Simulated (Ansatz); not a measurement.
## Group exchange: C3H6S + CH7NSi → C3H8SSi + CH5N

Species: C3H6S (allyl mercaptan) `C=CCS`, singlet; CH7NSi `CN[SiH3]`, singlet; C3H8SSi `C=CCS[SiH3]`, singlet; CH5N (methylamine) `CN`, singlet. The partners trade H for SiH3: S–H and N–SiH3 bonds give way to S–SiH3 and N–H.

Shapes, held fixed at every level: PBE0-D4/def2-TZVP. Flexible molecules stand in one conformer, not always the lowest. Programs: Ansatz 0.2.0. The zero-point and thermal change to 298 K, harmonic and unscaled (PBE0-D4/def2-TZVP), is +8.0 kJ/mol.

```json
{"level": "HF/def2-SVP", "kind": "Hartree–Fock", "ΔH(298 K) (kJ/mol)": "+3.1", "less CCSD(T)/CBS estimate": "+12.9"}
{"level": "HF/def2-TZVPP", "kind": "Hartree–Fock", "ΔH(298 K) (kJ/mol)": "+5.6", "less CCSD(T)/CBS estimate": "+15.4"}
{"level": "B3LYP-D4/def2-TZVPP", "kind": "global hybrid", "ΔH(298 K) (kJ/mol)": "-7.7", "less CCSD(T)/CBS estimate": "+2.1"}
{"level": "BHLYP-D4/def2-TZVPP", "kind": "global hybrid", "ΔH(298 K) (kJ/mol)": "-5.5", "less CCSD(T)/CBS estimate": "+4.3"}
{"level": "r2SCAN0-D4/def2-TZVPP", "kind": "global hybrid", "ΔH(298 K) (kJ/mol)": "-11.5", "less CCSD(T)/CBS estimate": "-1.7"}
{"level": "B2PLYP/def2-TZVPP", "kind": "double hybrid", "ΔH(298 K) (kJ/mol)": "-3.6", "less CCSD(T)/CBS estimate": "+6.2"}
{"level": "CCSD/def2-SVP", "kind": "coupled cluster or CI", "ΔH(298 K) (kJ/mol)": "-3.0", "less CCSD(T)/CBS estimate": "+6.8"}
{"level": "CCSD(T)/CBS estimate", "kind": "coupled cluster or CI", "ΔH(298 K) (kJ/mol)": "-9.8", "less CCSD(T)/CBS estimate": "0.0"}
```

The highest level, CCSD(T)/CBS estimate, gives ΔH(298 K) = -9.8 kJ/mol; the levels span -11.5 to +5.6. They disagree on the sign: 2 of 8 are positive. The column of differences is taken from that level and isn't an error. No measured value is set beside it here. The CBS estimate extrapolates MP2 from def2-TZVPP and def2-QZVPP and adds CCSD(T) − MP2 in the triple-zeta set, cores frozen.
